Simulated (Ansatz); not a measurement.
Geometry optimisation, Ansatz 0.2.0, RKS r2SCAN-D4/6-31G*.

input.yaml

```yaml
crystal:
  periodic: [false, false, false]
  atoms:
    - { symbol: C, position_ang: [-0.9918, 0.8551, -0.0999] }
    - { symbol: C, position_ang: [-0.7068, -0.0942, 1.0128] }
    - { symbol: Si, position_ang: [0.9696, -0.7693, 0.4969] }
    - { symbol: C, position_ang: [0.7579, -0.1873, -1.2728] }
    - { symbol: O, position_ang: [-0.6636, 0.3114, -1.3956] }
    - { symbol: H, position_ang: [-0.5012, 1.8643, 0.0067] }
    - { symbol: H, position_ang: [-2.0851, 1.1238, -0.1274] }
    - { symbol: H, position_ang: [-1.3779, -0.9048, 1.0005] }
    - { symbol: H, position_ang: [-0.7029, 0.4013, 2.0396] }
    - { symbol: H, position_ang: [2.1077, -0.0108, 1.182] }
    - { symbol: H, position_ang: [1.0736, -2.2461, 0.6969] }
    - { symbol: H, position_ang: [0.8133, -1.0095, -1.9678] }
    - { symbol: H, position_ang: [1.3276, 0.6314, -1.5572] }
basis:
  gaussian: { orbitals: "6-31G*" }
hamiltonian:
  xc: r2scan
  dispersion: d4
relax:
  f_tol: 0.02
  max_steps: 50
```

Command:

```bash
$ ansatz run input.yaml --threads 2 --pin off --max-ram 3072MiB --backend cpu --events-out ev --progress --plain --runs-dir out
```

Q: Where does it end, and by what steps?

A: It converged. After 7 steps the energy has fallen by 0.432 eV; H8 moved furthest, 0.26 Å.

```tsv
step	energy less start (eV)	largest force component (eV/Å)	accepted
0	0.0000	2.737	yes
1	-0.3408	1.668	yes
2	-0.4144	0.461	yes
3	-0.4183	0.300	yes
4	-0.4292	0.125	yes
5	-0.4301	0.168	yes
6	-0.4320	0.028	yes
7	-0.4322	0.011	yes
```

```xyz
13
Properties=species:S:1:pos:R:3
C -1.057 0.826 -0.148
C -0.677 -0.031 1.079
Si 0.965 -0.795 0.512
C 0.738 -0.140 -1.275
O -0.664 0.162 -1.343
H -0.562 1.814 -0.083
H -2.137 0.988 -0.236
H -1.428 -0.813 1.241
H -0.607 0.569 1.994
H 2.169 -0.252 1.207
H 0.993 -2.282 0.605
H 0.950 -0.852 -2.079
H 1.337 0.771 -1.459
```

Whether the end is a true minimum wasn't checked by a vibrational analysis.

Time of the run: 34 s on 2 threads of Arm Neoverse V1, with other jobs on the host, peak memory 0.22 GiB.
